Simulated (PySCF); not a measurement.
## C₆ coefficients of unlike pairs at TPSSh

Calculated with PySCF 2.14 from the dipole response of each species, C₆(A,B) = (3/π) ∫ α_A(iu) α_B(iu) du, in atomic units, from isotropic polarisabilities. For ions this is the dispersion term alone; charge-induced terms of lower order in 1/R come first.

```
species           configuration                                                                                  basis     relativity  α (bohr³)  C₆ (like pair)
     S⁺       [Ne] 3s2 3p3 (4S)                                                                dyall-av3z (19s12p3d2f)           none      10.88           53.96
    N³⁺           [He] 2s2 (1S)                                                                   aug-cc-pVDZ (4s3p2d)           none      2.178           2.208
     Sn  [Kr] 4d10 5s2 5p2 (3P)  aug-cc-pwCVTZ-DK3 with one added diffuse shell each of s, p, d, f type (11s10p8d5f1g)  spin-free X2C      58.81           652.2
     K⁺               [Ar] (1S)          x2c-QZVPPall with one added diffuse shell each of s, p, d, f type (12s8p5d4f)  spin-free X2C      5.536           23.51
```

Task: Estimate C₆ for K⁺ with S⁺.

Result: The integral gives 34.50. The combination rule 2 C_A C_B / (C_A α_B/α_A + C_B α_A/α_B) gives 34.44 and the geometric mean 35.62.

No spin-orbit coupling is included.

The other pairs:

| pair | C₆ |
| --- | --- |
| Sn, S⁺ | 175.9 |
| Sn, N³⁺ | 35.48 |
| K⁺, Sn | 105.1 |
| N³⁺, S⁺ | 10.91 |
| K⁺, N³⁺ | 7.009 |
